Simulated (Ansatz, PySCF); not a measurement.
Process, species as SMILES: C=CC [prop-1-ene] -> C1CC1
Structures are relaxed separately at B3LYP-D3(BJ)/def2-TZVP in Ansatz (a program for electronic structure).

Property: isomerisation energy (enthalpy at 298 K, with B3LYP-D3(BJ) rigid-rotor harmonic-oscillator terms from PySCF), in kcal/mol. Valence correlation only, unless marked. No spin-orbit coupling. No relativistic terms. Basis-set limits of correlation are two-point, X^-3; Hartree-Fock from the larger set. The bracket is a focal-point correction in the basis named.

From measured enthalpies of formation at 298 K: 8.0 kcal/mol (C=CC 4.9, ATcT 1.112; C1CC1 12.8, ATcT 1.112). It holds spin-orbit effects, which the calculations lack, and core correlation, which the frozen-core levels lack.

```csv
level,program,isomerisation energy (kcal/mol),error against measurement
HF/cc-pwCVTZ,Ansatz,10.3,2.3
RI-HF/cc-pVQZ,Ansatz,10.4,2.4
PBE0/6-31G*,Ansatz,3.2,-4.8
MN15-D3(BJ)/def2-TZVPD,PySCF + dftd3,4.7,-3.3
B2GP-PLYP-D3(BJ)/def2-TZVPD,Ansatz + dftd3,8.2,0.2
MP2/cc-pwCVTZ,Ansatz,5.8,-2.2
"RI-MP2/CBS(aug-cc-pVTZ,aug-cc-pVQZ)+[CCSD(T)-MP2]/aug-cc-pVTZ",Ansatz,8.1,0.1
```
